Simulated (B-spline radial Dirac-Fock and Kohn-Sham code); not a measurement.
Photoabsorption cross section of I³⁺ by shell

System: the I³⁺ ion, configuration [Kr] 4d10 5s2 5p2.

Calculated with an atomic code on a B-spline grid, using Dirac-Hartree-Slater photoionisation with all multipoles and Dirac-Fock thresholds.

Computed thresholds (eV): K 33212.0, L1 5238.4, L2 4896.5, L3 4601.6, M1 1118.9, M2 977.5, M3 920.8, M4 674.4, M5 662.9, N1 238.8, N2 187.5, N3 176.5, N4 92.60, N5 90.90, O1 50.76, O2 39.67, O3 38.26.

```
photon energy (eV)  total (b)  K (%)  L (%)  M (%)  N (%)  O (%)
              62.7     324500      –      –      –      –  100.0
              74.8     260000      –      –      –      –  100.0
              84.1     231700      –      –      –      –  100.0
               115  1.927e+06      –      –      –   91.1    8.9
               136     626000      –      –      –   77.3   22.7
               229  1.305e+06      –      –      –   94.4    5.6
               495     885400      –      –      –   97.0    3.0
              1100  1.578e+06      –      –   85.6   13.9    0.5
              2000     422900      –      –   85.2   14.2    0.6
              4220      65610      –      –   83.8   15.3    0.9
              4630     156600      –   67.0   27.6    5.1    0.3
              7050      85290      –   79.9   16.7    3.2    0.2
             13100      16310      –   80.3   16.2    3.2    0.3
             15700       9938      –   80.3   16.2    3.2    0.3
             18300       6505      –   80.3   16.1    3.3    0.3
             30000       1631      –   80.3   16.1    3.3    0.4
             32300       1323      –   80.2   16.1    3.3    0.4
             34300       6798   83.6   13.2    2.6    0.5    0.1
             61000       1453   85.2   11.9    2.4    0.5    0.1
             64200       1261   85.3   11.8    2.4    0.5    0.1
             70500      972.8   85.4   11.7    2.3    0.5    0.1
             86200      553.7   85.7   11.5    2.3    0.5    0.1
```

Task: With what power of the photon energy does the total fall between 70500 and 86200 eV?

Result: As E^-2.80. The non-relativistic Born limit for an s electron far above threshold is E^-3.5; near threshold and at relativistic energies the fall is slower.

Run: 6.3 s of CPU time on 1 thread of Intel(R) Xeon(R) Platinum 8375C CPU @ 2.90GHz (shared host), peak memory 0.41 GiB.
